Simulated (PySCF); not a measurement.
Bond stretch in HBr, singlet.

Levels of theory: UCCSD(T) = CCSD(T) on UHF/def2-TZVP, 9 core orbitals frozen (PySCF); UKS-B3LYP/LANL2DZ = unrestricted B3LYP/LANL2DZ, with its core potentials past Ne (PySCF); RCCSD = PySCF with CCSD on RHF/def2-TZVP, 9 core orbitals frozen.

Energies are in kJ/mol, each relative to the lowest point of its own curve near equilibrium.

```tsv
R / Å	UCCSD(T)	UKS-B3LYP/LANL2DZ	RCCSD
1.14	166.1	198.2	165.0
1.20	91.2	117.3	90.3
1.29	27.0	43.3	26.4
1.32	15.2	28.2	14.7
1.37	3.5	11.0	3.3
1.42	0.0	2.1	0.0
1.45	1.0	0.0	1.2
1.51	8.6	1.4	9.1
1.57	21.8	8.8	22.7
1.66	48.6	27.5	50.2
1.77	87.5	58.3	90.1
1.94	152.2	113.7	155.4
2.15	227.3	184.3	230.3
2.34	284.3	237.7	286.5
2.53	326.8	272.7	330.3
2.85	360.6	305.3	378.8
3.12	369.1	319.1	401.8
3.45	372.4	327.7	416.9
3.87	373.5	332.3	425.9
4.25	373.8	333.8	429.6
4.98	374.0	334.4	432.6
5.67	374.0	334.4	433.6
```

At the longest distance, 5.67 Å, RCCSD lies highest above its minimum (433.6 kJ/mol) and UKS-B3LYP/LANL2DZ lowest (334.4 kJ/mol).

The unrestricted determinant behind UCCSD(T) is spin-contaminated at 1.94 to 5.67 Å (<S²> up to 1.0, against 0.00 for a pure singlet). The unrestricted determinant behind UKS-B3LYP/LANL2DZ is spin-contaminated at 2.34 to 5.67 Å (<S²> up to 1.0, against 0.00 for a pure singlet).
